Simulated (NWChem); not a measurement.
# disilazane (H$_{7}$NSi$_{2}$) in NWChem

```xyz
10

Si    -0.1137    -0.0715    -1.5845
N      0.5292     0.3225     0.0000
Si    -0.1137    -0.0715     1.5845
H      1.0065    -0.4447    -2.5204
H     -1.0492    -1.2341    -1.4115
H     -0.8749     1.0597    -2.2339
H      1.3147     0.9828     0.0000
H     -0.8749     1.0597     2.2339
H      1.0065    -0.4447     2.5204
H     -1.0492    -1.2341     1.4115
```
Charge 0, spin multiplicity 1.

All runs are NWChem calculations. The geometry was optimised at PBE/def2-SVP, a minimum by its harmonic frequencies.

Symmetry labels belong to the abelian group Cs used in the runs, with the axes of the coordinates shown.

B3LYP has NWChem's definition, with VWN1-RPA local correlation.

Question: List the lowest 4 singlet excitations that TD-B3LYP/def2-SVP, VWN1-RPA local correlation gives, with oscillator strengths.

Answer: 
```
state  symmetry  energy (eV)  wavelength (nm)      f
-----  --------  -----------  ---------------  -----
1            a'         6.13              202  0.003
2            a'         7.33              169  0.015
3            a"         7.71              161  0.025
4            a"         7.95              156  0.001
```
